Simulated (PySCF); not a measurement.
# Bond length, frequency and bond energy of GeBi by level of theory

State: ²Π (doublet), unpaired electrons π ↑. Set-up: PySCF, scalar-relativistic core potentials, basis sets Ge cc-pVDZ-PP with ECP10, Bi cc-pVDZ-PP with ECP60. De refers to Ge + Bi in their high-spin ground configurations, without counterpoise correction. The functionals are run spin-unrestricted. A positive dipole means Ge(−)Bi(+). Levels whose curve was spin-contaminated or gave no clean fit are not listed.

```json
{"Level": "UHF-CCSD", "Re (Å)": "2.556", "ωe (cm⁻¹)": "242", "De (eV)": "1.57", "μ (D)": "n/a", "CPU s a point (SCF and correlation, without the integrals)": "n/a"}
{"Level": "UHF-CCSD(T)", "Re (Å)": "2.577", "ωe (cm⁻¹)": "229", "De (eV)": "1.82", "μ (D)": "n/a", "CPU s a point (SCF and correlation, without the integrals)": "8.5"}
{"Level": "PBE", "Re (Å)": "2.565", "ωe (cm⁻¹)": "238", "De (eV)": "2.70", "μ (D)": "0.07", "CPU s a point (SCF and correlation, without the integrals)": "0.74"}
{"Level": "revPBE", "Re (Å)": "2.575", "ωe (cm⁻¹)": "235", "De (eV)": "2.43", "μ (D)": "0.08", "CPU s a point (SCF and correlation, without the integrals)": "0.55"}
{"Level": "r²SCAN", "Re (Å)": "2.538", "ωe (cm⁻¹)": "240", "De (eV)": "2.31", "μ (D)": "0.12", "CPU s a point (SCF and correlation, without the integrals)": "1.1"}
{"Level": "M06-L", "Re (Å)": "2.570", "ωe (cm⁻¹)": "240", "De (eV)": "3.13", "μ (D)": "0.13", "CPU s a point (SCF and correlation, without the integrals)": "1"}
{"Level": "PBE0", "Re (Å)": "2.526", "ωe (cm⁻¹)": "249", "De (eV)": "2.30", "μ (D)": "-0.01", "CPU s a point (SCF and correlation, without the integrals)": "1.1"}
```

The bond length runs from 2.526 Å (PBE0) to 2.577 Å (UHF-CCSD(T)). De spans 1.57 eV (UHF-CCSD, coupled cluster) to 3.13 eV (M06-L, meta-GGA).

Correlated steps freeze 8 core orbitals. Correlated levels converge slowly with the basis: in double zeta they bind strong bonds too weakly, by up to about 1 eV, and carry superposition errors of some tenths. These are scalar-relativistic numbers at best; spin–orbit coupling would shift them, the dissociation energy most. The state is the lowest determinant that a PBE0 search found; another state may lie lower at other levels.

The whole job (state search and all levels along the bond) took about 3.4 min on 1 thread of Arm Neoverse V1 (shared host), peak memory 0.54 GiB.
